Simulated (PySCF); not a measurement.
## BI: frontier orbitals

RHF at R = 2.137 Å; B def2-TZVPP, I def2-TZVPP with ECP28; scalar-relativistic core potentials (PySCF 2.14). State: ¹Σ⁺ (singlet), closed shell. Only the outer orbitals are listed, counted within each symmetry, core potentials removing the inner ones.

| orbital | occ. | ε (eV) | on B (%) | main shells (%) |
| --- | --- | --- | --- | --- |
| 5σ | 2 | -25.39 | 14 | 85 I s |
| 6σ | 2 | -15.87 | 51 | 49 B s, 38 I p, 9 I s |
| 3π | 2 | -11.09 | 7 | 93 I p |
| 3π | 2 | -11.09 | 7 | 93 I p |
| 7σ | 2 | -9.79 | 73 | 39 B s, 33 B p, 27 I p |
| 4π | 0 | 1.04 | 91 | 91 B p |
| 4π | 0 | 1.04 | 91 | 91 B p |
| 8σ | 0 | 3.27 | 49 | 54 I p, 53 B p |

Question: Which are the highest filled and the lowest empty level, where do they sit, and how wide is the gap?

Answer: Highest filled 7σ at -9.79 eV (in %: 39 B s, 33 B p, 27 I p); lowest empty 4π at 1.04 eV (in %: 91 B p); the gap at RHF is 10.83 eV. An empty level above zero is unbound, and its energy depends on the basis.

```json
{"bond order (Mayer)": "1.36", "⟨S²⟩": "0.000", "charge on B (Mulliken, basis-dependent)": "-0.03", "charge on B (Löwdin, basis-dependent)": "-0.45", "dipole moment (positive dipole means B(−)I(+))": "1.07 D", "polarisability along the bond": "69.0 bohr³", "polarisability across the bond": "38.9 bohr³"}
```

Spin–orbit coupling is left out.
